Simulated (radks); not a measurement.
The numbers below are computed, except where a source is named.
Problem. Code: a radial shooting solver on a logarithmic mesh with Libxc functionals. Model: Dirac Kohn-Sham, PBEsol, spin-unpolarised, spherical densities, finite nucleus; open shells are shared between the two j in proportion to 2j + 1; Fermi nuclear charge, rms radius of each element as measured or else 0.836 A^(1/3) + 0.57 fm. Each species is in its NIST ground configuration. Rank Hg+, Au+, Pt+, Ta+, Ir+, Hf+, Re+, Lu+, Os+, W+ by mean radius of the outermost orbital (bohr), largest first.

Solution. Lu+ 3.26, Hf+ 3.11, Ta+ 3.06, W+ 2.95, Re+ 2.85, Os+ 2.77, Ir+ 2.69, Hg+ 2.50, Pt+ 1.68, Au+ 1.60.
